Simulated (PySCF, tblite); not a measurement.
# boric acid and hydrogen fluoride

A gas-phase complex of boric acid and hydrogen fluoride; neutral, singlet. The structure comes from a short search (6 tight-binding starts) and was relaxed by PBE0-D3(BJ)/def2-SVPD; another way of binding may lie lower. Frequencies by PBE0-D3(BJ)/def2-SVPD show no clear imaginary mode.

| part | name | SMILES | atoms | charge | multiplicity |
| --- | --- | --- | --- | --- | --- |
| 1 | boric acid | OB(O)O | 1–7 | 0 | 1 |
| 2 | hydrogen fluoride | F | 8–9 | 0 | 1 |

```
atom  part   x (Å)   y (Å)   z (Å)
  O1     1   0.627   1.209  -0.195
  B2     1   0.022  -0.008  -0.170
  O3     1  -1.274  -0.101  -0.656
  O4     1   0.637  -1.113   0.309
  H5     1   1.519   1.194   0.162
  H6     1  -1.641   0.726  -0.975
  H7     1   0.090  -1.909   0.276
  F8     2  -1.791  -2.544  -0.266
  H9     2  -1.835  -1.627  -0.501
```

Contacts between parts, classed by geometry: H9···O3 1.634 Å (hydrogen bond, 156°); H7···F8 2.058 Å (hydrogen bond, 141°).

Interaction energies are complex less parts, with the parts frozen as they stand in it; counterpoise-corrected, in kcal/mol (PySCF).

Problem. How strongly do the parts interact, level by level?

Solution. 
```json
{"level": "wB97M-D3(BJ)/def2-TZVPD", "interaction": "-10.44", "superposition error removed": "-0.10"}
{"level": "PBE0-D3(BJ)/def2-TZVPD", "interaction": "-11.10", "superposition error removed": "-0.10"}
```

Problem. What holds them together? Decompose the wB97M-D3(BJ)/def2-TZVPD energy: frozen parts, their antisymmetrised product, then relaxation.

Solution. electrostatic -19.9, Pauli repulsion +21.5, orbital relaxation -10.9, dispersion correction -1.3 kcal/mol, which sum to the value before the counterpoise correction; the Pauli term holds the exchange-correlation of the frozen density too. Of the attraction, 62 % is electrostatic, 34 % is orbital relaxation, 4 % is dispersion correction.

The parts were also relaxed and run alone, at the levels used for the complex: vibrations by PBE0-D3(BJ)/def2-SVPD; shieldings by PBE0/pcSseg-2; core levels by delta-SCF with SCAN, pcX-2 on the ionised atom and pcseg-1 elsewhere, spin-free X2C.

Problem. What does binding change?

Solution. 
```
                              property   alone  in the complex  change
                        F8–H9 bond (Å)   0.920           0.947  +0.027
stretch carried by H9 (cm⁻¹, harmonic)    4151            3545    -606
       its infrared intensity (km/mol)     127             815        
                 shielding of H9 (ppm)   29.19           23.06   -6.13
                 shielding of O3 (ppm)   254.4           253.2    -1.2
                 shielding of H7 (ppm)   28.44           26.30   -2.14
                 shielding of F8 (ppm)   410.9           386.1   -24.8
                 O3 1s core level (eV)  539.32          540.20   +0.88
                 O4 1s core level (eV)  539.31          539.44   +0.13
                 F8 1s core level (eV)  694.12          692.71   -1.41
```
